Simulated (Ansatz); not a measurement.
Ansatz results at the PBE0-D4/def2-TZVP geometry: HOMO energy (B3LYP/def2-TZVPP) -7.59 eV; HOMO–LUMO gap (PBE/def2-TZVPP) 4.99 eV; HOMO energy (PBE/def2-TZVPP) -6.52 eV.

Each molecule was computed in one conformer, which needn't be the lowest.

Problem. Which molecule gave them?
A. `C1O[CH2][AlH][O]1`
B. `BB1OCN1[SiH3]`
C. `CNP`
D. `O[SiH2]N1BCB1`

Solution. D. The others give `CNP`: -6.60, 4.90, -5.48; `BB1OCN1[SiH3]`: -7.53, 3.24, -6.44; `C1O[CH2][AlH][O]1`: -6.90, 3.98, -5.68.

B3LYP here is the variant with VWN-RPA as its local correlation; programs differ in this.
